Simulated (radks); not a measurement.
The numbers below are computed, except where a source is named.
These are the eigenvalues of the occupied orbitals of an atom or ion with whole-number occupations (Ry). Level of theory: scalar-relativistic Kohn-Sham, PBE, spin-unpolarised, spherical densities, finite nucleus; Fermi nuclear charge, rms radius of each element as measured or else 0.836 A^(1/3) + 0.57 fm (a radial shooting solver on a logarithmic mesh with Libxc functionals).

orbital  eigenvalue
1s        -3331.816
2s        -561.0231
2p        -503.4915
3s        -140.5013
3p        -122.4297
3d        -97.65769
4s        -45.37857
4p        -39.27344
4d        -30.60913

Which element is it, and in what charge state? The configuration may be excited.

Answer. Z = 61, promethium, charge +15: Pm15+ in [Kr] 4d10. The list shows which subshells hold electrons but not how many an open one holds; the 1s level, -1665.9 hartree, gives Z - s = 57.7 by -(Z - s)^2/2, which with screening and relativity narrows Z to a few neighbours, and the depths of the outer levels then fix element, charge and occupations together.
